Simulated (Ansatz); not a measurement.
Reaction (formal loss of a carbene): `C[NH][GeH2][NH2]` → `[CH2]` (triplet) + `[NH2][GeH2][NH2]`

Program: Ansatz. Geometries: PBE0-D4/def2-TZVP. ΔE: electronic, gas phase. CCSD(T)/CBS is the MP2 limit (def2-TZVPP, def2-QZVPP) plus CCSD(T) − MP2 in def2-TZVPP, frozen cores. This one scheme is used for every species. DFT in def2-TZVPP. Triplets are unrestricted, without spin–orbit coupling. For Ge outer-core shells are correlated without core-valence functions, which leaves a few kJ/mol of doubt a bond. Scalar relativity is left out up to krypton. One conformer a species, not always the lowest.

```csv
species,B97M-V energy (Eh)
`C[NH][GeH2][NH2]`,-2229.09622
`[CH2]` (triplet),-39.16369
`[NH2][GeH2][NH2]`,-2189.78291
```

Problem. Work out ΔE.

Solution. ΔE = (-39.16369) + (-2189.78291) − (-2229.09622) = 0.14962 Eh = +93.9 kcal/mol. CCSD(T)/CBS gives +94.1 kcal/mol.

Largest T1 diagnostic among the species: 0.011.

The D4 term adds +2.4 kcal/mol with B3LYP and +1.3 kcal/mol with PBE0; it sums over pairs of atoms, weighted by their polarisabilities, and B3LYP, whose exchange is more repulsive, gets the larger term. From r2SCAN to r2SCAN0 (25 % exact exchange), in def2-TZVPP and without D4, ΔE moves by −1.0 kcal/mol.

B3LYP here is the variant with VWN-RPA as its local correlation; programs differ in this.
